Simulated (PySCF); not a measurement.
Compound: C₆H₁₄N₂Si₂.
Atom-mapped SMILES: `[CH3:1][N:2]([CH3:3])[Si@H:4]1[CH:5]=[CH:6][Si@@H:7]([NH2:8])[CH:9]=[CH:10]1` (hydrogens: H11, H12, H13 on C1; H14, H15, H16 on C3; H17 on Si4; H18 on C5; H19 on C6; H20 on Si7; H21, H22 on N8; H23 on C9; H24 on C10)

Structure used (PBE0-D3(BJ)/def2-SVP), in Å, numbered top down from 1:
```
atom  x, y, z in Å
C1    -3.3930   -0.0911    0.3526
N2    -2.0603    0.1223   -0.1440
C3    -1.7883    1.4757   -0.5529
Si4   -0.7496   -0.9901    0.1208
C5     0.3306   -1.0384   -1.4088
C6     1.6617   -0.8300   -1.4339
Si7    2.7349   -0.4446    0.0513
N8     3.6696    0.9764   -0.2889
C9     1.6426   -0.3206    1.5726
C10    0.3121   -0.5351    1.6008
H11   -3.5481   -1.1507    0.6038
H12   -4.1506    0.1844   -0.4064
H13   -3.6158    0.5053    1.2620
H14   -2.4834    1.8015   -1.3503
H15   -0.7664    1.5605   -0.9549
H16   -1.8803    2.2036    0.2794
H17   -1.4036   -2.3138    0.3656
H18   -0.1843   -1.2400   -2.3610
H19    2.1773   -0.8691   -2.4057
H20    3.7516   -1.5218    0.2691
H21    4.5673    1.0996    0.1644
H22    3.2073    1.8689   -0.4209
H23    2.1415   -0.0336    2.5122
H24   -0.2139   -0.4135    2.5612
```

Computed at PBE0/pcSseg-1 (PySCF, non-relativistic), with Q(14N) = 0.02044 b: N2, 14N (I = 1): χzz = -5.541 MHz, η = 0.348; N8, 14N (I = 1): χzz = -4.654 MHz, η = 0.304.

(1) Find the zero-field quadrupole resonance frequencies of 14N at N2.

(2) Where would the pure quadrupole (NQR) lines of 14N at N8 fall for the rigid, isolated species?

Results:

(1) From ν± = (3/4)|χ|(1 ± η/3) and ν0 = |χ|η/2: ν+ 4.637 MHz, ν− 3.674 MHz, ν0 0.963 MHz (silicon-bound nitrogen).

(2) From ν± = (3/4)|χ|(1 ± η/3) and ν0 = |χ|η/2: ν+ 3.845 MHz, ν− 3.136 MHz, ν0 0.708 MHz (silicon-bound nitrogen).

In a crystal, neighbours and librations shift these lines. With a basis this small, the couplings can be 20 % off.

One conformer stands for the species.
